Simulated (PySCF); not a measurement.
# Correlation energy of Nb (niobium, neutral)

[Kr] 4d4 5s1, high-spin 6D determinant. Calculation: PySCF 2.14, in aug-cc-pVTZ-PP with ECP28MDF; a scalar-relativistic core potential. Frozen: 4s2 4p6; 5 electrons correlated.

```tsv
level	correlation energy (mhartree)
CCSD	-61.02
(T)	-1.85
CCSD(T)	-62.87
```

Diagnostics: T1 = 0.012, D1 = 0.0285, largest double amplitude 0.023.

Question: Is a single reference adequate?

Answer: Yes, within this model without spin-orbit coupling: T1 lies below 0.03 and no double amplitude reaches 0.07.
